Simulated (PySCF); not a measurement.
PySCF 2.14 output of an unrestricted revPBE calculation on a single atom or ion in x2c-TZVPPall with one added diffuse shell each of s, p, d type (6s4p3d1f, 40 functions), with the spin-free X2C one-electron Hamiltonian (Gaussian nucleus):

```
SCF conv_tol = 1e-09
number electrons alpha = 5  beta = 1
    Y. Zhang and W. Yang.,  Phys. Rev. Lett. 80, 890 (1998)
    J. P. Perdew, K. Burke, and M. Ernzerhof.,  Phys. Rev. Lett. 77, 3865 (1996)
    J. P. Perdew, K. Burke, and M. Ernzerhof.,  Phys. Rev. Lett. 78, 1396 (1997)
cycle= 1 E= -37.7075650298042  delta_E= -0.00306  |g|= 0.00935  |ddm|= 0.106
cycle= 2 E= -37.7075926208251  delta_E= -2.76e-05  |g|= 0.00761  |ddm|= 0.0179
cycle= 3 E= -37.7076358569935  delta_E= -4.32e-05  |g|= 0.000127  |ddm|= 0.00761
cycle= 4 E= -37.7076358662936  delta_E= -9.3e-09  |g|= 1.39e-05  |ddm|= 0.00013
cycle= 5 E= -37.7076358664493  delta_E= -1.56e-10  |g|= 1.16e-07  |ddm|= 1.49e-05
converged SCF energy = -37.7076358664493  <S^2> = 6.0000052  2S+1 = 5.0000021
```

The run itself started from symmetry-adapted Hartree-Fock orbitals and held the occupation by maximum overlap, on a logarithmic radial grid, so the iterations belong to that start.

Problem. Which element, charge and spin multiplicity is this?

Solution. C (carbon, neutral), multiplicity 5; the state was [He] 2s1 2p3, high-spin 5S determinant (an excited configuration).
